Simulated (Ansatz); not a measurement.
Compare A (`N=C[SiH]1C=N1`) with its isomer B (`N=C1N=C[SiH2]1`).

Isolated molecules relaxed with PBE0-D4/def2-TZVP in Ansatz; ΔE leaves out vibrations. CCSD(T)/CBS is the MP2 limit (def2-TZVPP, def2-QZVPP) plus CCSD(T) − MP2 in def2-TZVPP, frozen cores. Functionals use def2-TZVPP. B3LYP here is the variant with VWN-RPA as its local correlation; programs differ in this. One conformer a species, not always the lowest.

Which is lower in electronic energy at CCSD(T)/CBS, and by how much? (Estimate.)

Ansatz gave: B, by 21.8 kJ/mol.

Give E(B) − E(A) in kJ/mol with PBE0-D4, CCSD(T)/def2-TZVPP, MP2/def2-TZVPP, B3LYP, ωB97M-V, PBE-D4, CCSD/def2-TZVPP. (Estimate.)

The calculation gave: PBE0-D4 -28.6, CCSD(T)/def2-TZVPP -23.4, MP2/def2-TZVPP -22.6, B3LYP -20.3, ωB97M-V -21.4, PBE-D4 -24.4, CCSD/def2-TZVPP -23.0. None reverses the order clearly.

Does the order hold for the free energy at 298.15 K (harmonic terms from PBE0-D4)? (An estimate is asked.)

The calculation gave: Yes: G(B) − G(A) = -20.7 kJ/mol, for one conformer each.

Largest T1 diagnostic: 0.016.

From BLYP to BHLYP (50 % exact exchange), in def2-TZVPP and without D4, E(B) − E(A) moves by −10.4 kJ/mol. Leaving LDA and LC-ωPBE aside and taking each functional with its dispersion term where it has one, the values, not all of them listed here, spread over 12.3 kJ/mol, from PBE0-D4 to B97M-V. LDA lies −13.6 kJ/mol from PBE without D4.
